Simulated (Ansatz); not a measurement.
Gas-phase electronic energies from Ansatz, PBE0-D4/def2-TZVP geometries. CBS: MP2 limit from def2 TZ/QZ plus the TZ coupled-cluster correction, frozen cores. This one scheme is used for every species. DFT in def2-TZVPP. B3LYP here is the variant with VWN-RPA as its local correlation; programs differ in this. HSE06 is defined as in plane-wave codes. For Ge, Zn outer-core shells are correlated without core-valence functions, which leaves a few kJ/mol of doubt a bond. Scalar relativity is left out up to krypton.

Consider the ligand exchange at a Zn–C bond: `C#[C][ZnH]` + `[OH][GeH3]` → `[ZnH][O][GeH3]` + `C#C`.

`C#[C][ZnH]`:

```xyz
5

C     0.742    1.114   -0.824
C     0.173    0.254   -0.190
Zn   -0.717   -1.079    0.797
H     1.243    1.871   -1.382
H    -1.441   -2.160    1.599
```

`[OH][GeH3]`:

Cartesian coordinates in Å:
```
O -1.170 -0.552 0.457
Ge 0.417 0.139 0.029
H -1.784 -0.551 -0.279
H 1.232 0.044 1.321
H 0.247 1.602 -0.424
H 1.059 -0.683 -1.105
```

`[ZnH][O][GeH3]`:

```xyz
7

Zn   -0.020   -1.538    1.461
O     0.296   -0.750   -0.085
Ge    0.048    0.808   -0.861
H    -0.261   -2.277    2.757
H    -0.955    1.663   -0.052
H     1.400    1.544   -0.945
H    -0.508    0.552   -2.275
```

`C#C`:

```xyz
4

C    -0.450    0.048   -0.392
C     0.450   -0.048    0.392
H    -1.250    0.133   -1.089
H     1.250   -0.133    1.089
```

```csv
level,ΔE (eV)
BLYP-D4,-0.17
B3LYP-D4,-0.15
HSE06-D4,-0.07
CAM-B3LYP-D4,-0.17
PBE-QIDH,-0.09
B3LYP,-0.13
LC-ωPBE,-0.11
SCS-MP2/def2-QZVPP,-0.19
```

(1) What does CCSD(T)/CBS give? (Best estimate.)

Largest T1 diagnostic among the species: 0.016.

Answers

(1) The calculation gave: -0.18 eV. The listed levels differ from it by 0.01, 0.03, 0.11, 0.01, 0.09, 0.05, 0.07, -0.01 eV.

Leaving LDA and LC-ωPBE aside and taking each functional with its dispersion term where it has one, the values spread over 0.10 eV, from BLYP-D4 to HSE06-D4. LDA lies −0.03 eV from PBE without D4. At CCSD(T), def2-SVP lies −0.07 eV from the extrapolated value and def2-TZVPP +0.07 eV.
